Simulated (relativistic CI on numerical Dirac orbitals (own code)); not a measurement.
## Slater and spin-orbit integrals, Cs31+

Computed by Dirac-Coulomb-Breit CI, KLI orbitals optimised for each configuration, model QED (radiative potential, 1s self-energy scaled to tabulated hydrogen-like ionisation energies), unscaled Slater integrals (own radial code, finite nucleus).

Slater integrals F^k, G^k are unscaled and averaged over j, outside the closed core [Ne]; ζ comes from projecting the Hamiltonian with its Breit term on Σ l·s of the shell.

- 3s2 3p6 3d6: F^2(3d,3d) = 402150, F^4(3d,3d) = 259030, ζ(3d) = 52020 cm⁻¹; <r>(3d) = 0.2525, <r^2>(3d) = 0.07424 (bohr units).
- 3s2 3p5 3d7: ζ(3p) = 404220, F^2(3d,3d) = 401290, F^4(3d,3d) = 258450, F^2(3p,3d) = 353930, G^1(3p,3d) = 385950, G^3(3p,3d) = 254990, ζ(3d) = 51401 cm⁻¹; <r>(3p) = 0.2805, <r^2>(3p) = 0.09092, <r>(3d) = 0.2529, <r^2>(3d) = 0.07453 (bohr units).
- 3s2 3p4 3d8: F^2(3p,3p) = 352860, ζ(3p) = 403870, F^2(3d,3d) = 400400, F^4(3d,3d) = 257850, F^2(3p,3d) = 353500, G^1(3p,3d) = 385900, G^3(3p,3d) = 254830, ζ(3d) = 50788 cm⁻¹; <r>(3p) = 0.2808, <r^2>(3p) = 0.09113, <r>(3d) = 0.2534, <r^2>(3d) = 0.07482 (bohr units).

Q: Give the Racah parameters of the d shell in 3s2 3p6 3d6.

A: B = F²/49 − 5F⁴/441 = 5270 cm⁻¹ and C = 35F⁴/441 = 20558 cm⁻¹.

Averages of the first 10 configurations, taken without configuration mixing, which lowers the lowest level and can move excited configurations by several eV; other configurations of the list can lie among them:

```json
{"Configuration": "3s2 3p6 3d6", "Parity": "even", "States": "210", "Average energy above the lowest level (eV)": "36.0"}
{"Configuration": "3s2 3p5 3d7", "Parity": "odd", "States": "720", "Average energy above the lowest level (eV)": "299.2"}
{"Configuration": "3s2 3p4 3d8", "Parity": "even", "States": "675", "Average energy above the lowest level (eV)": "567.8"}
{"Configuration": "3s 3p6 3d7", "Parity": "even", "States": "240", "Average energy above the lowest level (eV)": "494.8"}
{"Configuration": "3p6 3d8", "Parity": "even", "States": "45", "Average energy above the lowest level (eV)": "961.1"}
{"Configuration": "3s 3p5 3d8", "Parity": "odd", "States": "540", "Average energy above the lowest level (eV)": "756.7"}
{"Configuration": "3s2 3p6 3d5 4s", "Parity": "even", "States": "504", "Average energy above the lowest level (eV)": "814.4"}
{"Configuration": "3s2 3p6 3d5 4p", "Parity": "odd", "States": "1512", "Average energy above the lowest level (eV)": "885.8"}
{"Configuration": "3s2 3p6 3d5 4d", "Parity": "even", "States": "2520", "Average energy above the lowest level (eV)": "982.7"}
{"Configuration": "3s2 3p4 3d7 4s", "Parity": "even", "States": "3600", "Average energy above the lowest level (eV)": "1333.4"}
```
